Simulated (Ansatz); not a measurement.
Consider the silylene formation by 1,1-elimination: `[AlH2][SiH]([SiH3])Cl` → `[AlH2][SiH3]` + `[SiH]Cl`.

Calculated with Ansatz (gas phase, PBE0-D4/def2-TZVP geometries, no zero-point term in ΔE). CCSD(T)/CBS adds triple-zeta CCSD(T) − MP2 to the extrapolated MP2 energy (def2 sets, frozen cores). This one scheme is used for every species. Functionals use def2-TZVPP. HSE06 is defined as in plane-wave codes.

`[AlH2][SiH]([SiH3])Cl`:

Z-matrix (Å, degrees):
```
Si
Si 1 2.343
Cl 1 2.084 2 107.3
Al 1 2.456 2 113.4 3 122.4
H 1 1.493 2 107.3 3 -114.2
H 2 1.489 1 109.1 3 175.5
H 2 1.486 1 111.1 3 54.9
H 2 1.488 1 109.7 3 -65.7
H 4 1.585 1 120.7 2 -111.9
H 4 1.588 1 118.5 2 66.6
```

`[AlH2][SiH3]`:

```xyz
7

Al   -0.934    0.720   -0.769
Si    0.685   -0.528    0.593
H    -2.084    1.590   -0.104
H    -0.835    0.661   -2.354
H     0.629   -1.984    0.272
H     2.077   -0.075    0.303
H     0.462   -0.383    2.059
```

`[SiH]Cl`:

Cartesian coordinates in Å:
```
Si -0.193 0.798 0.088
Cl 0.494 -0.576 -1.310
H -0.301 -0.221 1.223
```

CCSD(T)/CBS gives +2.07 eV.

Task: Another level gave +2.24 eV. Which?
A. r2SCANh/def2-TZVPP
B. revPBE/def2-TZVPP
C. HSE06/def2-TZVPP
D. BLYP/def2-TZVPP

Result: A. r2SCANh 2.24, BLYP 1.67, HSE06 2.14, revPBE 1.88 eV.

Largest T1 diagnostic among the species: 0.013.

Leaving LDA and LC-ωPBE aside and taking each functional with its dispersion term where it has one, the values, not all of them listed here, spread over 0.40 eV, from BLYP-D4 to r2SCAN0-D4. LDA lies +0.30 eV from PBE without D4. In def2-TZVPP, CCSD(T) changes the Hartree–Fock value by +0.16 eV (the triples alone add +0.04 eV) and MP2 by +0.32 eV.
